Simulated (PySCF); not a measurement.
## Which functional comes closest?

Molecule: `InChI=1S/C5H11NO/c1-5(2,3)4(6)7/h1-3H3,(H2,6,7)`.

Numbering as in the mapped SMILES `[CH3:1][C:2]([CH3:3])([CH3:4])[C:5]([NH2:6])=[O:7]`; H(Xn) means a hydrogen on atom n. Ha(N6) is cis to the C=O or C=S heteroatom; Hb(N6) is trans to the C=O or C=S heteroatom.

Geometry PBE0-D3(BJ)/def2-SVP throughout; GIAO in PySCF, gas phase, one conformer, non-relativistic; equivalent atoms averaged; basis pcSseg-1.

Reference values (measured; solution, not stated per compound (mostly CDCl3 or CCl4); Pretsch, Buehlmann, Badertscher, Structure Determination of Organic Compounds, 4th ed. (2009)): δ(C2) = 38.6 ppm, δ(C1/C3/C4) = 27.6 ppm, δ(H(C1)/H(C3)/H(C4)) = 1.22 ppm. Computed shifts are taken against TMS, calculated as an isolated molecule at each level.

Task: How do the functionals LDA, BLYP, BP86, OPBE, KT2, PBE0, BHandHLYP, CAM-B3LYP, LC-wPBE perform against the reference? Times are CPU seconds on shared hosts with different chips, so compare them loosely; the GGAs took longer than the global hybrids here, which isn't the general rule, and the cause wasn't traced.

Result: 
| functional | kind | C2 | C1/C3/C4 | H(C1)/H(C3)/H(C4) | mean abs. error C | abs. error H | core-s |
| --- | --- | --- | --- | --- | --- | --- | --- |
| LDA | LDA | 41.3 | 31.6 | 1.09 | 3.3 | 0.13 | 20 |
| BLYP | GGA | 41.6 | 31.5 | 1.10 | 3.4 | 0.12 | 29 |
| BP86 | GGA | 40.6 | 30.9 | 1.10 | 2.6 | 0.12 | 26 |
| OPBE | GGA | 37.2 | 28.7 | 1.07 | 1.2 | 0.15 | 36 |
| KT2 | GGA | 39.8 | 30.2 | 1.10 | 1.9 | 0.12 | 28 |
| PBE0 | global hybrid | 38.0 | 29.6 | 1.06 | 1.3 | 0.16 | 22 |
| BHandHLYP | global hybrid | 37.1 | 29.1 | 1.06 | 1.5 | 0.16 | 21 |
| CAM-B3LYP | range-separated hybrid | 38.6 | 29.9 | 1.06 | 1.1 | 0.16 | 28 |
| LC-wPBE | range-separated hybrid | 36.3 | 28.4 | 1.03 | 1.6 | 0.19 | 32 |

For ¹³C the closest is CAM-B3LYP (1.1 ppm, with OPBE, PBE0 practically level) and the furthest BLYP (3.4 ppm).

For ¹H the closest is BLYP (0.12 ppm, with BP86, KT2, LDA practically level) and the furthest LC-wPBE (0.19 ppm). One molecule is a small sample, and vibrational and solvent effects are absent from the calculation.
